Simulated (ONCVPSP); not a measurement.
oxygen ONCV: all-electron and pseudo phase curves

O (Z = 8), optimised norm-conserving Vanderbilt (ONCV), made with ONCVPSP 4.0.1 (PBE, scalar-relativistic). Core [He], reference 2s2 2p4. Waves: 2s: rc 1.26 bohr, ncon 5, nbas 9, qcut 5.6 1/bohr, 3 projectors, debl 0.5 Ha; 2p: rc 1.90 bohr, ncon 5, nbas 9, qcut 5.9 1/bohr, 2 projectors, debl 1.7 Ha; d scattering state at 0.08 Ha: rc 1.45 bohr, ncon 3, nbas 6, qcut 5.9 1/bohr, 2 projectors, debl 1.9 Ha. Local part: polynomial inside 0.70 bohr (lpopt 5, dvloc0 4 Ha). Core correction: polynomial model core, fcfact 0.3.

In the s channel the program set the typed energies aside and used -0.881, 0.250, 0.750 Ha.

The phase is arctan(r·R′/R) of the radial function R(r), unwrapped; energies in Ha, scanned from -2 to 5 Ha. A pole is an energy at which the radial function vanishes at the test radius. The pseudo phase is shifted by a multiple of π to meet the all-electron one at the reference energy, and phase errors are pseudo minus all-electron; the curves can meet again beyond the range given. Levels narrower than the energy grid can be missing from the lists of poles.

Q: For each channel, where are the poles, and over which energies does the pseudopotential scatter like the atom?

A:

```
channel  radius (bohr)  reference energy (Ha)  poles, all-electron  poles, pseudo  unbroken range about the reference energy with phases within 0.05 rad  phase error 1 Ha above the reference energy (rad)
      s           1.28                  -0.88                 0.88           0.88                                                        the whole range                                             +0.000
      p           1.92                  -0.33          -0.02, 4.14    -0.02, 4.16                                                        the whole range                                             -0.000
      d           1.47                   0.08                 none           4.99                                                        the whole range                                             -0.000
```

Note: ghosts flagged at negative energy: s at -71.1 eV; no localised positive-energy state flagged. A true bound ghost makes a file unfit for plane-wave use.

Phases in the d channel:

```
E (Ha)  all-electron  pseudo
 -1.98         1.189   1.188
 -1.80         1.173   1.173
 -1.62         1.156   1.156
 -1.44         1.137   1.137
 -1.26         1.116   1.116
 -1.08         1.092   1.092
 -0.90         1.064   1.064
 -0.72         1.033   1.033
 -0.54         0.997   0.997
 -0.36         0.954   0.954
 -0.18         0.904   0.904
  0.00         0.844   0.843
  0.18         0.771   0.771
  0.36         0.682   0.682
  0.54         0.573   0.573
  0.72         0.439   0.439
  0.90         0.278   0.278
  1.08         0.090   0.090
  1.26        -0.117  -0.117
  1.44        -0.326  -0.326
  1.62        -0.522  -0.522
  1.80        -0.693  -0.693
  1.98        -0.836  -0.836
  2.16        -0.953  -0.953
  2.34        -1.049  -1.049
  2.52        -1.128  -1.128
  2.70        -1.193  -1.193
  2.88        -1.248  -1.248
  3.06        -1.295  -1.295
  3.24        -1.335  -1.335
  3.42        -1.370  -1.370
  3.60        -1.401  -1.401
  3.78        -1.429  -1.429
  3.96        -1.454  -1.455
  4.14        -1.477  -1.478
  4.32        -1.498  -1.499
  4.50        -1.518  -1.520
  4.68        -1.538  -1.539
  4.86        -1.556  -1.557
```
